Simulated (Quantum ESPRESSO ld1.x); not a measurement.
Values are calculated unless marked as measured or tabulated.
Q: Coherent X-ray form factor from a spherical all-electron density. Code: ld1.x of Quantum ESPRESSO 7.5. Model: scalar-relativistic Kohn-Sham, LDA (Slater exchange, Perdew-Zunger correlation), spin-polarised, spherical densities, point nucleus.

sin(theta)/lambda (1/angstrom),f0 (electrons)
0.05,52.711
0.1,51.866
0.15,50.522
0.2,48.767
0.25,46.704
0.3,44.441
0.4,39.695
0.5,35.128
0.6,31.057
0.8,24.724
1,20.519
1.25,17.235
1.5,14.995
2,11.295

The species is in the configuration that NIST lists as its ground one. Which atom or ion scatters so?

A: The europium ion Eu10+, [Kr] 4d10 4f5 5s2. Extrapolating in s^2 from the first two rows gives f0(0) = 53.0, near the electron count 53; among species with that count, the fall with angle is slower the higher Z, and the table is that of Z = 63; from so few rows the species is fixed only to a neighbour or two.
